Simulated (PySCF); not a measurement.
Species: C₉H₁₄Sn.
Bonds: C1–Sn2, Sn2–C3, Sn2–C4, Sn2–C5, C5–C6 (aromatic), C6–C7 (aromatic), C7–C8 (aromatic), C8–C9 (aromatic), C9–C10 (aromatic), C5–C10 (aromatic). Hydrogens: H11, H12, H13 on C1; H14, H15, H16 on C3; H17, H18, H19 on C4; H20 on C6; H21 on C7; H22 on C8; H23 on C9; H24 on C10.

Method: PBE0-D3(BJ)/def2-SVP geometry optimisation, gas phase, def2 core potentials past Kr in PySCF; density fitting, grid level 1; the optimiser is geomeTRIC in internal coordinates, started from a GFN2-xTB structure with every atom displaced at random (about 0.01 Å).

Step 0: E = -15374.7628 eV
```
atom  x, y, z in Å  |  force x, y, z in eV/Å
C1     -2.2903   -1.4584   -1.0734   -1.539   1.976   0.248
Sn2    -1.3161    0.1713    0.0330   -0.115   0.020   0.032
C3     -2.0471    0.1535    2.1046    0.627   0.336  -0.709
C4     -1.7677    2.1267   -0.8621   -1.696  -0.920   0.944
C5      0.8476   -0.1298   -0.0350   -1.095   0.883   0.374
C6      1.7071    0.9320    0.2531    0.090  -0.143   0.005
C7      3.0912    0.7448    0.2160   -0.817   0.127  -0.052
C8      3.6246   -0.4869   -0.1061   -0.461  -0.372   0.097
C9      2.7561   -1.5418   -0.3592    0.514  -0.398  -0.382
C10     1.3855   -1.3628   -0.3327    0.063  -0.364  -0.162
H11    -2.2326   -2.3808   -0.5442    0.175  -1.098   0.601
H12    -1.8727   -1.5426   -2.0589    0.451  -0.171  -0.808
H13    -3.3929   -1.1932   -1.1974    1.155  -0.267   0.183
H14    -3.1087    0.3586    2.1438   -0.612   0.096  -0.046
H15    -1.5235    0.9034    2.6988    0.150   0.349   0.060
H16    -1.8456   -0.7964    2.5749    0.067  -0.760   0.180
H17    -1.4704    2.9451   -0.2207    0.356   0.409   0.392
H18    -2.8825    2.2129   -0.9854    0.720  -0.136   0.067
H19    -1.3251    2.2238   -1.8229    0.677   0.118  -1.204
H20     1.2847    1.9056    0.5113    0.137   0.135  -0.012
H21     3.7227    1.5771    0.4208    0.738   0.815   0.236
H22     4.6881   -0.6551   -0.1423    0.562   0.031  -0.028
H23     3.1685   -2.5079   -0.6459    0.042  -0.213   0.064
H24     0.7268   -2.1860   -0.5729   -0.189  -0.454  -0.081
```

Step 1: E = -15374.9849 eV
```
atom  x, y, z in Å  |  force x, y, z in eV/Å
C1     -2.1739   -1.4038   -1.0688   -0.228  -0.413  -0.178
Sn2    -1.3300    0.2196    0.0398   -0.069   0.002   0.004
C3     -1.9975    0.1876    2.0765   -0.083  -0.072   0.241
C4     -1.8590    2.1050   -0.8319    0.034   0.194  -0.244
C5      0.7854   -0.0825   -0.0246    0.266  -0.093   0.020
C6      1.6940    0.9454    0.2614   -0.060   0.038   0.032
C7      3.0699    0.7232    0.2264    0.080   0.115   0.001
C8      3.5644   -0.5387   -0.0986    0.123  -0.013   0.039
C9      2.6796   -1.5761   -0.3815   -0.032   0.045  -0.053
C10     1.3052   -1.3465   -0.3444   -0.120   0.026  -0.048
H11    -2.0452   -2.3598   -0.5289    0.094   0.150  -0.086
H12    -1.6979   -1.4888   -2.0608    0.026  -0.001   0.141
H13    -3.2553   -1.2856   -1.2360    0.006   0.135   0.054
H14    -3.0799    0.3823    2.1406    0.057  -0.018  -0.020
H15    -1.4718    0.9570    2.6603    0.007   0.040  -0.023
H16    -1.7867   -0.7880    2.5436   -0.028   0.043  -0.075
H17    -1.5432    2.9430   -0.1903    0.021  -0.062  -0.051
H18    -2.9509    2.1607   -0.9533   -0.008  -0.001   0.018
H19    -1.3964    2.2211   -1.8294   -0.051  -0.012   0.208
H20     1.3275    1.9446    0.5181    0.013   0.013  -0.013
H21     3.7593    1.5466    0.4459   -0.046  -0.092  -0.008
H22     4.6430   -0.7193   -0.1298   -0.032   0.039  -0.001
H23     3.0606   -2.5629   -0.6510    0.019  -0.058   0.025
H24     0.6265   -2.1709   -0.5859    0.010  -0.002   0.019
```

Question: Estimate the geometry and energy of step 2. (The exact step hangs on the optimiser's Hessian estimate; all steps are aligned on step 1, rigid shifts and turns removed.)

Answer: E = -15374.9971 eV, largest force 0.155 eV/Å
```
atom  x, y, z in Å  |  force x, y, z in eV/Å
C1     -2.2232   -1.4168   -1.0744   -0.087  -0.066  -0.007
Sn2    -1.3385    0.2082    0.0365    0.029  -0.064  -0.031
C3     -2.0035    0.1820    2.0890    0.015  -0.003   0.025
C4     -1.8451    2.1137   -0.8405   -0.001  -0.017  -0.040
C5      0.7984   -0.1033   -0.0322   -0.114   0.041   0.018
C6      1.6922    0.9379    0.2569   -0.027  -0.006   0.003
C7      3.0720    0.7344    0.2278    0.001   0.017  -0.003
C8      3.5830   -0.5221   -0.0931   -0.066  -0.011   0.005
C9      2.7057   -1.5663   -0.3838    0.049  -0.107  -0.038
C10     1.3257   -1.3622   -0.3556    0.046   0.145   0.032
H11    -2.0947   -2.3692   -0.5370    0.045   0.038   0.000
H12    -1.7498   -1.5075   -2.0635    0.026   0.018   0.026
H13    -3.3027   -1.2645   -1.2253    0.029   0.068   0.034
H14    -3.0823    0.3864    2.1539    0.002  -0.002  -0.024
H15    -1.4675    0.9482    2.6686    0.001   0.007  -0.026
H16    -1.8024   -0.7972    2.5478    0.001  -0.005  -0.033
H17    -1.5082    2.9424   -0.2010    0.023  -0.016   0.010
H18    -2.9366    2.1896   -0.9569    0.007  -0.007   0.017
H19    -1.3815    2.2220   -1.8321    0.011  -0.017   0.028
H20     1.3129    1.9336    0.5088    0.001  -0.003  -0.003
H21     3.7503    1.5616    0.4539   -0.001  -0.005   0.004
H22     4.6630   -0.6884   -0.1170   -0.009  -0.001  -0.004
H23     3.1015   -2.5527   -0.6398    0.009  -0.011   0.003
H24     0.6588   -2.1968   -0.5936    0.012   0.007   0.005
```

The energy changes by -0.0121 eV. The first-order estimate −F·Δx gives -0.0269 eV and the mean of the old and new forces, exact on a quadratic surface, -0.0121 eV. The step makes an angle of 78° with the force vector and moves no atom by more than 0.055 Å.

What follows is the cost of the whole optimisation. On Arm Neoverse V2, one thread (shared host), this took 4.5 min of wall time and 1.2 GiB of memory at its peak.
